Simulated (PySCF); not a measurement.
A geometry optimisation, step by step.

Ti(SeMe)4, C4H12Se4Ti (singlet state).
Bonds: Ti1–Se2, Ti1–Se7, Ti1–Se12, Ti1–Se17, Se2–C3, Se7–C8, Se12–C13, Se17–C18. Hydrogens: H4, H5, H6 on C3; H9, H10, H11 on C8; H14, H15, H16 on C13; H19, H20, H21 on C18.

Computed by this run: PBE0-D3(BJ)/def2-SVP geometry optimisation, gas phase in PySCF 2.14.0; density fitting, grid level 1; the optimiser is geomeTRIC in internal coordinates, started from a GFN2-xTB structure with every atom displaced at random (about 0.03 Å). 9 of its 30 geometries are shown. The frame can shift and turn from step to step; on so coarse a grid that alone can change the energy by a few meV, and forces under 0.02 eV/Å are noise.

Step 0: E = -288781.9416 eV, largest atomic force 5.916 eV/Å
```
atom  x, y, z in Å  |  force x, y, z in eV/Å
Ti1     0.066   -0.072    0.007   -0.409   1.413  -0.019
Se2    -0.097   -0.102    2.384   -0.345   0.062  -0.010
C3      1.155   -1.589    2.335    2.800   2.323   1.219
H4      0.932   -2.372    1.705   -1.150  -2.082  -1.706
H5      1.319   -1.967    3.348   -0.190  -0.021   0.237
H6      2.163   -1.193    1.984   -0.983  -0.420   0.486
Se7     2.308    0.277   -0.716    0.200   0.032  -0.078
C8      1.743    0.099   -2.611   -4.093  -0.571   2.572
H9      1.327   -0.923   -2.685    0.373   0.232  -0.421
H10     2.550    0.259   -3.204    2.806   0.586  -2.164
H11     0.882    0.804   -2.782    0.901  -0.341  -0.072
Se12   -1.273    1.863   -0.781   -0.044  -1.099  -0.266
C13    -0.342    3.094    0.352    3.408  -4.166   2.455
H14    -0.550    2.831    1.441    0.152   0.533  -1.176
H15    -0.567    4.052    0.157   -1.252   3.976  -0.905
H16     0.810    2.971    0.210   -1.821   0.180   0.187
Se17   -0.884   -2.004   -0.899   -0.864  -0.533  -0.182
C18    -2.685   -1.549   -0.126   -0.317  -0.397  -1.293
H19    -2.559   -1.387    0.935   -0.046   0.381   0.522
H20    -3.397   -2.392   -0.285    0.617   0.132   0.003
H21    -3.089   -0.686   -0.700    0.255  -0.220   0.609
```

Step 4: E = -288782.8747 eV, largest atomic force 0.164 eV/Å
```
atom  x, y, z in Å  |  force x, y, z in eV/Å
Ti1    -0.019    0.018    0.009    0.011   0.007  -0.025
Se2    -0.053   -0.160    2.390    0.027  -0.004   0.009
C3      1.057   -1.791    2.454   -0.101  -0.001  -0.036
H4      0.639   -2.552    1.780    0.051   0.022   0.013
H5      1.021   -2.153    3.490    0.013  -0.007  -0.004
H6      2.092   -1.560    2.176    0.012  -0.009   0.002
Se7     2.242    0.162   -0.764   -0.027  -0.052   0.009
C8      1.795    0.313   -2.674    0.129   0.046  -0.090
H9      1.354   -0.620   -3.045   -0.029  -0.002   0.018
H10     2.742    0.499   -3.204   -0.066  -0.005   0.044
H11     1.110    1.154   -2.839   -0.035  -0.021   0.006
Se12   -1.297    1.943   -0.586    0.016   0.018   0.063
C13    -0.119    3.285    0.247   -0.118   0.068  -0.082
H14    -0.185    3.219    1.339    0.026  -0.011   0.005
H15    -0.484    4.268   -0.087    0.062  -0.073   0.029
H16     0.914    3.132   -0.088    0.021   0.003   0.021
Se17   -1.075   -1.849   -1.037    0.032   0.034   0.021
C18    -2.750   -1.819   -0.009   -0.017   0.000   0.041
H19    -2.532   -1.779    1.066    0.013  -0.010  -0.015
H20    -3.286   -2.746   -0.251   -0.018   0.009  -0.001
H21    -3.355   -0.951   -0.298   -0.004  -0.011  -0.028
```

Step 7: E = -288782.8763 eV, largest atomic force 0.056 eV/Å
```
atom  x, y, z in Å  |  force x, y, z in eV/Å
Ti1    -0.027    0.035    0.052   -0.019  -0.002   0.001
Se2    -0.026   -0.194    2.425   -0.006   0.015   0.012
C3      1.046   -1.847    2.425    0.040   0.012  -0.002
H4      0.652   -2.558    1.688   -0.012  -0.013  -0.021
H5      0.970   -2.275    3.434   -0.011  -0.013  -0.006
H6      2.095   -1.617    2.201   -0.001  -0.002   0.012
Se7     2.216    0.114   -0.766    0.016  -0.003  -0.008
C8      1.746    0.351   -2.664   -0.054  -0.010   0.011
H9      1.307   -0.572   -3.062    0.011   0.000  -0.007
H10     2.679    0.574   -3.195    0.021   0.016  -0.015
H11     1.040    1.183   -2.780   -0.003  -0.004   0.001
Se12   -1.295    1.988   -0.464    0.002   0.006   0.017
C13    -0.028    3.322    0.229    0.036  -0.038   0.017
H14    -0.018    3.296    1.326   -0.004   0.007  -0.001
H15    -0.376    4.303   -0.116   -0.014   0.035  -0.012
H16     0.979    3.123   -0.160    0.000  -0.003   0.001
Se17   -1.097   -1.808   -1.014    0.007  -0.036  -0.006
C18    -2.781   -1.839   -0.003   -0.009   0.026  -0.017
H19    -2.572   -1.800    1.073   -0.004   0.006   0.008
H20    -3.291   -2.777   -0.259    0.007  -0.001   0.006
H21    -3.406   -0.988   -0.299   -0.002   0.001   0.008
```

Step 11: E = -288782.8818 eV, largest atomic force 0.032 eV/Å
```
atom  x, y, z in Å  |  force x, y, z in eV/Å
Ti1    -0.013    0.003    0.078   -0.010   0.003  -0.002
Se2     0.005   -0.240    2.449    0.032   0.004  -0.005
C3      1.093   -1.885    2.398   -0.006  -0.005   0.003
H4      0.734   -2.554    1.604    0.009   0.006  -0.007
H5      0.977   -2.374    3.374   -0.009  -0.008  -0.006
H6      2.148   -1.634    2.233    0.002   0.001   0.008
Se7     2.211    0.084   -0.789   -0.002  -0.018   0.003
C8      1.660    0.354   -2.662    0.010   0.007  -0.002
H9      1.261   -0.580   -3.075    0.006  -0.003  -0.004
H10     2.561    0.649   -3.217   -0.012   0.008   0.004
H11     0.905    1.148   -2.728   -0.010  -0.006  -0.001
Se12   -1.271    1.974   -0.390   -0.011  -0.005   0.008
C13     0.030    3.302    0.250   -0.001   0.013  -0.006
H14     0.064    3.293    1.346    0.001  -0.001   0.002
H15    -0.317    4.282   -0.103    0.007  -0.010   0.004
H16     1.023    3.084   -0.161    0.002  -0.002   0.003
Se17   -1.097   -1.836   -0.987    0.001  -0.002  -0.001
C18    -2.805   -1.764   -0.014   -0.004   0.014  -0.004
H19    -2.621   -1.676    1.064   -0.001   0.005   0.000
H20    -3.336   -2.700   -0.233   -0.001   0.000   0.006
H21    -3.399   -0.913   -0.368   -0.003  -0.001  -0.003
```

Step 14: E = -288782.8855 eV, largest atomic force 0.033 eV/Å
```
atom  x, y, z in Å  |  force x, y, z in eV/Å
Ti1     0.001   -0.021    0.087   -0.021   0.004   0.002
Se2     0.065   -0.269    2.457    0.032   0.008   0.001
C3      1.132   -1.926    2.383   -0.008   0.004   0.003
H4      0.791   -2.562    1.555    0.006   0.000  -0.011
H5      0.978   -2.448    3.336   -0.008  -0.009  -0.005
H6      2.194   -1.680    2.261    0.001  -0.002   0.010
Se7     2.214    0.056   -0.804    0.000  -0.012   0.002
C8      1.624    0.348   -2.662   -0.002   0.003  -0.008
H9      1.263   -0.595   -3.093    0.007  -0.002  -0.001
H10     2.500    0.700   -3.223   -0.001   0.011   0.002
H11     0.831    1.105   -2.699   -0.008  -0.009   0.003
Se12   -1.269    1.951   -0.352    0.001   0.005   0.004
C13     0.038    3.286    0.260   -0.001  -0.015   0.002
H14     0.085    3.285    1.355    0.002   0.003  -0.001
H15    -0.315    4.263   -0.097    0.001   0.007  -0.003
H16     1.027    3.066   -0.162    0.001   0.001   0.004
Se17   -1.110   -1.847   -0.972    0.004  -0.006  -0.003
C18    -2.822   -1.687   -0.015   -0.006   0.010  -0.005
H19    -2.644   -1.555    1.059    0.000   0.006   0.001
H20    -3.377   -2.617   -0.193    0.004  -0.002   0.006
H21    -3.392   -0.837   -0.412   -0.002  -0.004  -0.004
```

Step 18: E = -288782.8944 eV, largest atomic force 0.022 eV/Å
```
atom  x, y, z in Å  |  force x, y, z in eV/Å
Ti1     0.009   -0.026    0.092   -0.015  -0.005   0.003
Se2     0.158   -0.282    2.458    0.018   0.011  -0.003
C3      1.147   -1.983    2.359   -0.009  -0.015  -0.001
H4      0.829   -2.560    1.480    0.008   0.008  -0.002
H5      0.913   -2.547    3.272   -0.006  -0.002  -0.005
H6      2.223   -1.779    2.310    0.001   0.002   0.009
Se7     2.211    0.048   -0.816   -0.001  -0.009  -0.003
C8      1.580    0.332   -2.664    0.001  -0.004   0.009
H9      1.317   -0.632   -3.116    0.012  -0.001  -0.005
H10     2.408    0.792   -3.218   -0.005   0.011   0.001
H11     0.709    1.001   -2.674   -0.007  -0.006  -0.001
Se12   -1.261    1.954   -0.314   -0.001  -0.001   0.008
C13     0.058    3.283    0.281    0.004   0.012  -0.002
H14     0.108    3.292    1.376   -0.003   0.000   0.001
H15    -0.286    4.260   -0.083    0.002  -0.005   0.000
H16     1.045    3.052   -0.140    0.001  -0.004   0.001
Se17   -1.112   -1.851   -0.960    0.001   0.005  -0.010
C18    -2.824   -1.607   -0.017    0.003   0.001  -0.001
H19    -2.648   -1.384    1.043   -0.001   0.010  -0.001
H20    -3.378   -2.550   -0.110    0.002  -0.003   0.009
H21    -3.394   -0.796   -0.487   -0.004  -0.004  -0.005
```

Step 22: E = -288782.9262 eV, largest atomic force 0.047 eV/Å
```
atom  x, y, z in Å  |  force x, y, z in eV/Å
Ti1    -0.008   -0.061    0.066    0.020  -0.008   0.006
Se2     0.294   -0.329    2.416   -0.028   0.002   0.006
C3      1.095   -2.123    2.330   -0.001   0.024  -0.002
H4      0.931   -2.573    1.342    0.003  -0.001  -0.001
H5      0.618   -2.741    3.101   -0.003  -0.001   0.002
H6      2.170   -2.032    2.528   -0.002  -0.007   0.005
Se7     2.198    0.050   -0.812   -0.008  -0.024  -0.011
C8      1.515    0.317   -2.642    0.023   0.041   0.001
H9      1.647   -0.612   -3.212   -0.001  -0.005   0.001
H10     2.095    1.130   -3.099   -0.005  -0.009   0.008
H11     0.452    0.598   -2.630    0.001  -0.023  -0.004
Se12   -1.242    1.963   -0.257    0.008   0.004   0.019
C13     0.125    3.262    0.298   -0.018   0.004  -0.020
H14     0.167    3.300    1.393    0.002  -0.001  -0.003
H15    -0.180    4.240   -0.097    0.006  -0.005  -0.001
H16     1.104    2.978   -0.107    0.001   0.002   0.004
Se17   -1.123   -1.887   -0.987   -0.011   0.005  -0.014
C18    -2.780   -1.421   -0.024    0.013  -0.027  -0.022
H19    -2.561   -0.848    0.890   -0.008   0.026   0.005
H20    -3.273   -2.360    0.258    0.008   0.005   0.020
H21    -3.431   -0.836   -0.684    0.001  -0.002  -0.001
```

Step 25: E = -288782.9437 eV, largest atomic force 0.033 eV/Å
```
atom  x, y, z in Å  |  force x, y, z in eV/Å
Ti1    -0.060   -0.106    0.041    0.004   0.010   0.031
Se2     0.226   -0.359    2.393    0.001  -0.002   0.004
C3      0.972   -2.177    2.349    0.004   0.005   0.007
H4      1.018   -2.556    1.320    0.001  -0.003  -0.002
H5      0.328   -2.829    2.954   -0.005   0.000  -0.004
H6      1.981   -2.142    2.777   -0.002   0.007   0.001
Se7     2.167   -0.004   -0.779   -0.021  -0.004  -0.018
C8      1.532    0.344   -2.611   -0.001  -0.004  -0.007
H9      1.929   -0.437   -3.271    0.005  -0.001   0.003
H10     1.898    1.331   -2.923    0.009  -0.004   0.002
H11     0.433    0.335   -2.662    0.003   0.000   0.006
Se12   -1.217    1.975   -0.257   -0.012  -0.011  -0.002
C13     0.212    3.233    0.225    0.005  -0.007   0.004
H14     0.258    3.321    1.317   -0.001   0.002  -0.002
H15    -0.046    4.205   -0.216   -0.001   0.004  -0.005
H16     1.176    2.881   -0.162    0.002   0.000  -0.004
Se17   -1.148   -1.957   -0.992    0.006   0.004  -0.004
C18    -2.736   -1.345   -0.001    0.012   0.001  -0.007
H19    -2.505   -0.501    0.675   -0.005   0.001  -0.003
H20    -3.105   -2.177    0.612    0.000   0.002   0.001
H21    -3.499   -1.021   -0.719   -0.004   0.002  -0.002
```

Step 29: E = -288782.9442 eV, largest atomic force 0.023 eV/Å
```
atom  x, y, z in Å  |  force x, y, z in eV/Å
Ti1    -0.082   -0.106    0.081   -0.020  -0.007  -0.008
Se2     0.185   -0.345    2.436    0.008   0.001  -0.001
C3      0.981   -2.142    2.385   -0.002   0.001   0.000
H4      1.066   -2.504    1.352    0.002   0.002   0.001
H5      0.340   -2.821    2.962   -0.001   0.000   0.000
H6      1.978   -2.082    2.839   -0.001  -0.003   0.004
Se7     2.147   -0.032   -0.745   -0.003   0.008   0.005
C8      1.561    0.293   -2.596    0.002   0.006   0.002
H9      1.942   -0.521   -3.226   -0.003  -0.003  -0.002
H10     1.976    1.254   -2.924    0.004  -0.005  -0.001
H11     0.465    0.326   -2.666    0.000  -0.003   0.001
Se12   -1.242    1.967   -0.253    0.012   0.002   0.009
C13     0.199    3.230    0.179   -0.008   0.006  -0.011
H14     0.259    3.347    1.268    0.002   0.000   0.000
H15    -0.059    4.191   -0.284    0.001  -0.003   0.000
H16     1.156    2.863   -0.210    0.002  -0.002   0.001
Se17   -1.140   -1.967   -0.958    0.004  -0.009  -0.001
C18    -2.751   -1.323   -0.028    0.005  -0.003  -0.005
H19    -2.535   -0.466    0.637   -0.001   0.004   0.005
H20    -3.143   -2.137    0.594   -0.002   0.001   0.000
H21    -3.491   -1.009   -0.774   -0.001   0.005   0.002
```

Problem. Summarise the path.

Solution. The energy falls by 1.0026 eV from step 0 to step 29; nine tenths of that is first reached at step 2. It rises by more than 0.2 meV at step 5. The largest force goes from 5.916 to 0.023 eV/Å. Among the bonds C13–H15 changes most, from 1.004 to 1.098 Å; the atoms move by 0.687 Å rms after alignment.

Problem. Follow the three bonds and two angles with the largest change from start to end.

Solution. 
```tsv
step	E above end (eV)	largest force (eV/Å)	C13–H15 (Å)	C8–H10 (Å)	Ti1–Se12 (Å)	Ti1–Se2–C3 (°)	Se2–Ti1–Se7 (°)
0	1.0026	5.916	1.004	1.014	2.482	86.6	111.7
1	0.2426	1.599	1.079	1.080	2.443	89.6	111.4
3	0.0721	0.176	1.101	1.100	2.387	94.0	110.3
4	0.0694	0.164	1.101	1.101	2.386	94.9	109.9
5	0.0701	0.086	1.098	1.099	2.386	95.3	109.7
6	0.0695	0.067	1.097	1.097	2.385	95.1	109.8
8	0.0662	0.052	1.097	1.097	2.385	94.2	110.5
9	0.0649	0.036	1.098	1.097	2.385	93.8	110.8
10	0.0636	0.028	1.098	1.098	2.385	93.7	110.9
11	0.0624	0.032	1.098	1.098	2.385	93.6	110.9
13	0.0600	0.033	1.098	1.098	2.385	93.7	110.7
14	0.0587	0.033	1.098	1.098	2.386	93.7	110.4
15	0.0572	0.031	1.098	1.098	2.386	93.8	110.2
16	0.0554	0.029	1.098	1.098	2.386	93.9	109.8
18	0.0498	0.022	1.098	1.098	2.387	94.3	108.9
19	0.0454	under 0.02	1.098	1.098	2.388	94.6	108.1
20	0.0393	under 0.02	1.098	1.098	2.389	95.1	107.2
21	0.0298	0.021	1.098	1.098	2.390	95.7	106.0
23	0.0048	0.082	1.098	1.098	2.395	97.1	103.1
24	0.0012	0.050	1.097	1.097	2.398	97.1	103.1
25	0.0005	0.033	1.098	1.097	2.399	97.0	103.4
26	0.0004	0.032	1.098	1.097	2.398	96.9	103.8
28	0.0003	0.028	1.098	1.097	2.398	96.5	104.0
29	0.0000	0.023	1.098	1.098	2.398	96.4	104.0
```

What follows is the cost of the whole optimisation. Time: 22 min wall, 50 min CPU; peak memory 2.9 GiB. Hardware: 2 threads of an AMD EPYC 7R43, shared host.
